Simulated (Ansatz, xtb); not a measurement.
**Relative energy of two conformers of CH4BFO**

Structure I: `CB(O)F`, a singlet. Structure II: `CB(O)F`, a singlet. Both are isolated molecules in the gas phase, relaxed with r2SCAN-D4/def2-SVP.

I (Å):

```yaml
atoms:
  - { symbol: C, position_ang: [-1.1853, 1.1259, 1.7100] }
  - { symbol: B, position_ang: [-0.1513, 0.7886, 0.5901] }
  - { symbol: F, position_ang: [-0.1882, 1.4535, -0.5809] }
  - { symbol: O, position_ang: [0.7987, -0.1633, 0.7490] }
  - { symbol: H, position_ang: [-1.0426, 0.5228, 2.6168] }
  - { symbol: H, position_ang: [-1.1206, 2.1934, 1.9788] }
  - { symbol: H, position_ang: [-2.2115, 0.9689, 1.3378] }
  - { symbol: H, position_ang: [1.3586, -0.2515, -0.0351] }
```

II (Å):

```json
{"atom": "C", "x (Å)": "0.0560", "y (Å)": "0.2550", "z (Å)": "1.4600"}
{"atom": "B", "x (Å)": "-0.6278", "y (Å)": "1.5643", "z (Å)": "0.9262"}
{"atom": "F", "x (Å)": "-0.1223", "y (Å)": "2.7474", "z (Å)": "1.2881"}
{"atom": "O", "x (Å)": "-1.7097", "y (Å)": "1.6232", "z (Å)": "0.1122"}
{"atom": "H", "x (Å)": "1.1166", "y (Å)": "0.2403", "z (Å)": "1.1576"}
{"atom": "H", "x (Å)": "0.0597", "y (Å)": "0.2614", "z (Å)": "2.5630"}
{"atom": "H", "x (Å)": "-0.4093", "y (Å)": "-0.6837", "z (Å)": "1.1242"}
{"atom": "H", "x (Å)": "-2.0421", "y (Å)": "0.7500", "z (Å)": "-0.1239"}
```

Energies in hartree; the thermal terms are from r2SCAN-D4/def2-SVP harmonic frequencies (ideal gas, rigid rotor, one conformer each, 298.15 K, 1 atm) and include the zero-point energy:

```
                               I           II
E, CCSD(T)/def2-TZVP  −240.221982  −240.220017
   zero-point energy     0.058408     0.058394
        H(298 K) − E     0.064278     0.064258
        G(298 K) − E     0.030830     0.030901
```

Problem. Work out ΔE, ΔE₀, ΔH and ΔG for I → II in kcal/mol (1 Eh = 627.51 kcal/mol) and the equilibrium ratio [II]/[I].

Solution. 1. ΔE = −240.220017 − (−240.221982) = +0.001965 Eh = +1.23 kcal/mol.
2. ΔE₀ = ΔE + ΔZPE = +0.001965 + (−0.000014) Eh = +1.22 kcal/mol.
3. ΔH = ΔE + (−0.000020) Eh = +1.22 kcal/mol.
4. ΔG = ΔE + (+0.000071) Eh = +1.28 kcal/mol, so ΔS = (ΔH − ΔG)/T = −0.8 J/(mol K).
5. kT = 0.9442 mEh, so K = [II]/[I] = exp(−ΔG/kT) = exp(−2.16) ≈ 0.12.

Structure I is favoured at this temperature. An error of 1 kcal/mol in ΔG would change K by a factor of 5.4. Mirror images and further conformers aren't counted.

Other levels gave ΔE = +1.6 (r2SCAN-D4/def2-SVP); +1.3 (HF/def2-TZVP); +1.3 (MP2/def2-TZVP) kcal/mol. The correlated steps freeze 4 core orbitals. Programs: Ansatz 0.2.0.
